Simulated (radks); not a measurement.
Problem. Dipole-allowed excitations along the series with 12 electrons in [Ne] 3s2. Method: scalar-relativistic Kohn-Sham, exchange-only LDA, spin-polarised, spherical densities, finite nucleus; Fermi nuclear charge, rms radius of each element as measured or else 0.836 A^(1/3) + 0.57 fm; computed with a radial shooting solver on a logarithmic mesh with Libxc functionals. Time-dependent linear response with the Hartree and adiabatic exchange-only LDA kernel, continuum included through the Sternheimer equations, no spin-orbit coupling, so fine structure and intercombination lines are absent. Lines are the poles of the dipole polarisability below minus the highest occupied eigenvalue, found on a grid refined at the orbital gaps; the lowest seven at most are given, and weak or close lines can be missed. The first line takes the name of the lowest orbital gap if no other gap lies below it; otherwise a line is named after a gap within 0.6 % of it, if that gap stands alone.

| species | -e(HOMO) (eV) | lowest orbital gap (eV) | first line (eV) | f | static alpha (bohr^3) |
|---|---|---|---|---|---|
| Cl5+ | 87.965 | 3s-3p 14.495 | 18.750 (3s-3p) | 1.25 | 2.746 |
| Ar6+ | 114.52 | 3s-3p 16.678 | 21.465 (3s-3p) | 1.16 | 1.951 |
| K7+ | 144.21 | 3s-3p 18.873 | 24.182 (3s-3p) | 1.08 | 1.439 |
| Ca8+ | 177.03 | 3s-3p 21.086 | 26.910 (3s-3p) | 1.02 | 1.093 |
| Sc9+ | 212.96 | 3s-3p 23.323 | 29.658 (3s-3p) | 0.960 | 0.8498 |

Estimate the first line of S4+, its oscillator strength and the static polarisability.

Solution. 16.021 eV (3s-3p), f = 1.35, alpha = 4.060 bohr^3.
